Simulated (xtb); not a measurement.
xtb input:

```bash
xtb mol.xyz --gfn 1 --opt tight --chrg 0 --uhf 0
```
mol.xyz:
```
11

C     -1.95978446    -0.36524664    -0.65455710
C     -0.98150458    -0.06848498     0.18115754
F     -1.13887805     0.94419210     1.07339921
C      0.36735416    -0.69404615     0.28983652
C      1.47529229     0.23971068    -0.16856234
O      2.40048314    -0.11585815    -0.84640123
H     -1.83321235    -1.16215141    -1.37126673
H     -2.89412056     0.17637665    -0.63334091
H      0.42220900    -1.61484515    -0.28761002
H      0.56052781    -0.93139823     1.34336290
H      1.38248915     1.28955711     0.17222401
```

Q: Which total energy does the run end on?

A: -20.94390 Eh (GFN1-xTB).
